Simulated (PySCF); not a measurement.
A GIAO shielding run with PySCF 2.14 (density fitting, non-relativistic, gas phase) on SMILES [C@@H]1(C)CC=C(F)CC1, C7H11F:

```
$ OMP_NUM_THREADS=1 python probes_run.py task.json out

{"job": {"kind": "nmr", "xc": "PBE0", "basis": "pcSseg-1"}, "charge": 0, "multiplicity": 1}
C     -2.197467    -0.350134     0.459232
C     -0.692735    -0.100377     0.491919
C     -0.366119     1.305269    -0.019447
C      1.099980     1.492199    -0.253631
C      1.933993     0.470377    -0.314655
F      3.260513     0.684928    -0.522888
C      1.565433    -0.968604    -0.171174
C      0.058429    -1.133408    -0.349866
H     -2.432067    -1.328331     0.872355
H     -2.723279     0.402843     1.041852
H     -2.567588    -0.312833    -0.563395
H     -0.344287    -0.181587     1.527498
H     -0.899635     1.488034    -0.958753
H     -0.715666     2.053600     0.696252
H      1.463436     2.499953    -0.385951
H      2.114004    -1.554967    -0.912438
H      1.873732    -1.322203     0.818278
H     -0.240242    -2.142610    -0.061271
H     -0.200238    -0.992898    -1.401380
```

Hardware: 1 thread of an Arm Neoverse V2, shared host. The job also computes population analyses, field gradients, ring-centre shieldings.

Q: How large is the calculation?

A: 62 electrons, 191 basis functions and 984 auxiliary functions.

Q: How long does it take, and how much memory does it need?

A: 26 s of wall time, with 14 SCF cycles and 4 response iterations; peak memory 0.85 GiB. Times on a shared host scatter by some tens of per cent.
